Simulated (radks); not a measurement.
Ti III, configuration [Ar] 3d2. Calculated with a radial shooting solver on a logarithmic mesh with Libxc functionals: scalar-relativistic Kohn-Sham, PBE, spin-polarised, spherical densities, point nucleus; open shells are filled with parallel spins first. Some entries of the table are withheld. Estimate them.

orbital  occ.  eigenvalue (hartree)  <r^2> (bohr^2)
1s down     1             -179.5186        0.006513
1s up       1             -179.5180        0.006513
2s up       1             -20.31966          0.1249
2s down     1             -20.29824          0.1247
2p up       3             -16.91249          0.1038
2p down     3             -16.89601          0.1035
3s up       1              -2.91486           1.169
3s down     1              -2.84450           1.169
3p up       3              -2.04079           1.379
3p down     3              -1.97077           1.383
3d up       2              -0.74991             (1)
3d down     0              -0.68339             (2)

Answer. 
(1) 3d up <r^2> (bohr^2): 2.572
(2) 3d down <r^2> (bohr^2): 2.653
